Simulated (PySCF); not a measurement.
Level of theory: TPSSh-D3(BJ)/def2-TZVP // PBE0-D3(BJ)/def2-TZVP (PySCF). Gas-phase values, no solvent. Excitations are Tamm–Dancoff values on a coarser integration grid. The basis has no diffuse functions, so Rydberg states are missing or too high.

Reference species (SMILES): `CB(C)I` (neutral, multiplicity 1).

```
Quantity                  Result
----------------------  --------
HOMO                    -6.62 eV
S1 oscillator strength     0.000
LUMO                    -1.55 eV
S1–T1 gap (TDA)          0.16 eV
```

Changed species: `CB(C)C` (0 of 3 CH3 replaced by I; the reference has 1 of 3 CH3 replaced by I).

Q: Predict the effect on the HOMO, S1 oscillator strength, LUMO and S1–T1 gap (TDA).

A: the HOMO decreases by 1.14 eV, to -7.76 eV; the S1 oscillator strength stays essentially unchanged; the LUMO goes up by 0.97 eV, to -0.58 eV; the S1–T1 gap (TDA) rises by 0.43 eV, to 0.59 eV.
